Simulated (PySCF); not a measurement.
**Core binding energy against partial charge**

Vinylcyanodiacetylene, C7H3N.
Geometry (PBE0-D3(BJ)/def2-SVP, Å), atoms numbered from 1 in this order:
```
atom  x, y, z in Å
C1    -2.704    1.569   -0.496
C2    -1.425    1.621   -0.903
C3    -0.416    0.737   -0.455
C4     0.473   -0.018   -0.082
C5     1.450   -0.861    0.339
C6     2.326   -1.627    0.721
C7     3.307   -2.480    1.147
N8     4.140   -3.209    1.511
H9    -3.436    2.282   -0.881
H10   -3.045    0.821    0.223
H11   -1.111    2.384   -1.626
```

Binding energies: delta-SCF UKS SCAN, pcX-2 on the ionised atom, pcseg-1 elsewhere, spin-free X2C (PySCF 2.14.0). Charges: PBE0/pcSseg-1 ground-state density, for the ionised atom.

```csv
atom,environment,C 1s (eV),Mulliken (e),IAO (e),Hirshfeld (e),ESP (e)
C1,terminal =CH2 carbon,290.74,-0.124,-0.250,-0.051,-0.343
C6,alkyne carbon,291.40,-0.027,-0.059,-0.011,-0.351
C7,nitrile carbon,292.35,-0.069,+0.142,+0.083,+0.543
```

Q: Give the correlation coefficient and slope of binding energy on charge for each scheme.

A: IAO: r = 1.00, slope 4.1 eV per e; Hirshfeld: r = 0.99, slope 11.6 eV per e; ESP: r = 0.91, slope 1.4 eV per e; Mulliken: r = 0.48, slope 7.9 eV per e. On 3 points no scheme stands out.

Q: The point-charge model writes a binding energy as kq + V + constant, with V the potential of the other atoms' charges at the site. What does it give with the Mulliken charges?

A: V = Σ 14.40 eV Å × q/r over all other atoms: +2.21 eV at C1, +0.50 eV at C6, -1.69 eV at C7. Fitting binding energy − V to q gives k = 28.4 eV per e and leaves an rms residual of 1.95 eV, against 0.58 eV for the fit on q alone. The model has no term for differences in relaxation between sites.

The unrestricted hole states depart most from a pure doublet (⟨S²⟩ = 0.75; over 0.85 named) for C 1s of C6 (0.92) and C 1s of C7 (0.96), which makes these values less certain. Isolated species at its PBE0-D3(BJ)/def2-SVP geometry, gas phase.
